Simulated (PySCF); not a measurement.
Al(F)(H)(iPr) (C3H8AlF), SMILES [CH](C)(C)[AlH][F].

Coordinates come from a B3LYP-D3(BJ)/def2-SVP optimisation. The structure was generated by enumeration; whether it is a known compound was not checked. One conformer was computed; it need not be the lowest.

Two levels are set side by side: PBE/def2-TZVP (PySCF) and B3LYP/def2-TZVP (PySCF). Same geometry, gas phase. Differences are taken from unrounded values.

```csv
quantity,B3LYP
orbital gap (eV),6.10
highest occupied level (eV),-7.30
lowest empty level (eV),-1.19
dipole moment (D),1.86
mean polarisability (bohr³),62.0
```

Task: What does PBE give, and how far is it from B3LYP? (An estimate is asked for; the answer gives what the named calculation found.)

Result: 
| quantity | PBE | PBE minus B3LYP |
|---|---|---|
| orbital gap (eV) | 4.52 | -1.59 |
| highest occupied level (eV) | -6.24 | 1.06 |
| lowest empty level (eV) | -1.72 | -0.53 |
| dipole moment (D) | 1.82 | -0.03 |
| mean polarisability (bohr³) | 64.4 | 2.4 |

Without exact exchange PBE keeps part of each electron's self-repulsion, which lifts occupied levels and narrows the gap. Loosely held outer electrons make PBE densities more polarisable. Differences between two approximate levels are no errors against the true value.

Rough cost on one machine, each run with all the roots and properties that it gave: B3LYP against PBE within a factor of 2.
